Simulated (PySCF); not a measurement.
CH3Se, SMILES C[Se], multiplicity 2.

Coordinates come from a ωB97X-D3(BJ)/def2-TZVP optimisation. The isomer is the one that the SMILES or the coordinates give; other isomers of the formula were not compared.

Two levels are set side by side: PBE/def2-TZVPD (PySCF) and B3LYP/def2-TZVPD (PySCF). Same geometry, gas phase. Differences are taken from unrounded values.

| quantity | B3LYP |
|---|---|
| α-spin orbital gap (eV) | 6.12 |
| β-spin orbital gap (eV) | 1.89 |
| dipole moment (D) | 1.53 |
| mean polarisability (bohr³) | 42.6 |

Problem. What does PBE give, and how far is it from B3LYP? (An estimate is asked for; the answer gives what the named calculation found.)

Solution. 
```tsv
quantity	PBE	PBE minus B3LYP
α-spin orbital gap (eV)	4.70	-1.42
β-spin orbital gap (eV)	0.25	-1.64
dipole moment (D)	1.57	0.03
mean polarisability (bohr³)	43.6	1.0
```

Rough cost on one machine, each run with all the roots and properties that it gave: B3LYP against PBE within a factor of 2.
